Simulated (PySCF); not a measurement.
# Computed records: CH₇GeSi

All values are calculated (PySCF 2.14.0). Calculation on a computer-drawn molecule: the log of a Hartree-Fock and frozen-core CCSD(T) single point meant for a local Hartree-Fock minimum, with one planted fault or none, to be diagnosed. Offsets are logged minus clean, where the clean run is the same molecule without the fault. The reference is restricted for singlets and unrestricted otherwise, and also for a bond in bohr or an excited solution. Adding or removing an electron swaps singlet and doublet. The excited solution moves the top pair (singlet) or top alpha electron (doublet) to the lowest empty orbital. Highest occupied and lowest empty are orbital energies over both spins, largest force is the largest gradient component, triples share is (T) over the correlation energy, the T1 limit is 0.02 restricted and 0.045 unrestricted, electrons count all cores, a negative frequency is imaginary (commonest isotopes), and the dipole is about the centre of nuclear charge; on germanium a core potential holds 10 electrons, which the energies leave out, and 3d is frozen in MP2 and coupled-cluster steps.

Common to all runs: meant charge 0; meant multiplicity 2; meant basis cc-pV(D+d)Z; meant basis and core potential on germanium cc-pVDZ-PP ECP10MDF; logged electrons 59; logged basis functions 95; logged SCF converged yes; logged CC converged yes; logged SCF stable within its kind yes; possible faults no fault, one electron removed, one electron added, multiplicity raised by two, geometry at a saddle point, SCF held on an excited solution, minimal basis STO-3G, one bond length entered in bohr, all coordinates scaled.

(1) CH₇GeSi

Logged structure:
```xyz
10
CH7GeSi
Si     0.0591     2.0567     0.8504
C      1.2232     0.6030     1.1208
Ge     0.3952    -1.1938     1.1307
H     -0.6608     1.9107    -0.4378
H     -0.9411     2.1274     1.9427
H      0.8163     3.3318     0.8232
H      1.7435     0.7315     2.0749
H      2.6693     0.6034    -0.3620
H      1.4424    -2.2731     1.4528
H     -0.2682    -1.5032    -0.2216
```

- logged spin squared: 1.348
- logged highest occupied: -9.0769 eV
- logged lowest empty: 1.0764 eV
- logged largest force: 0.016614 hartree/bohr
- logged T1 diagnostic: 0.043944
- logged D1 diagnostic: 0.19747
- logged triples share: 0.034429
- logged dipole magnitude: 0.91964 debye
- logged energy HF: -624.10962 hartree
- logged energy CCSD(T): -624.505 hartree

Drawn bonds:
```csv
atom,other atom,order
1,2,1
2,3,1
1,4,1
1,5,1
1,6,1
2,7,1
2,8,1
3,9,1
3,10,1
```

(2) CH₇GeSi

Logged structure:
```xyz
10
CH7GeSi
Si     0.0591     2.0567     0.8504
C      1.2232     0.6030     1.1208
Ge     0.3952    -1.1938     1.1307
H     -0.6608     1.9107    -0.4378
H     -0.9411     2.1274     1.9427
H      0.8163     3.3318     0.8232
H      1.7435     0.7315     2.0749
H      1.9884     0.6032     0.3361
H      1.4424    -2.2731     1.4528
H     -0.2682    -1.5032    -0.2216
```

* logged spin squared: 3.766
* logged highest occupied: -3.0031 eV
* logged lowest empty: -2.4271 eV
* logged largest force: 0.15854 hartree/bohr
* logged T1 diagnostic: 0.03511
* logged D1 diagnostic: 0.15942
* logged triples share: 0.030754
* logged dipole magnitude: 3.4513 debye
* logged energy HF: -623.94403 hartree
* logged energy CCSD(T): -624.342 hartree

Drawn bonds:
```csv
atom,other atom,order
1,2,1
2,3,1
1,4,1
1,5,1
1,6,1
2,7,1
2,8,1
3,9,1
3,10,1
```

Q: Which fault was planted in the run of CH₇GeSi (entry 1)?
A: one bond length entered in bohr, row 7 of the drawn bonds

Q: Which fault was planted in the run of CH₇GeSi (entry 2)?
A: multiplicity raised by two

Further results for CH₇GeSi (entry 1):

- HF energy offset from clean run: 70.67 kcal/mol
- CCSD(T) energy offset from clean run: 74.15 kcal/mol

Further results for CH₇GeSi (entry 2):

- HF energy offset from clean run: 174.6 kcal/mol
- CCSD(T) energy offset from clean run: 176.4 kcal/mol
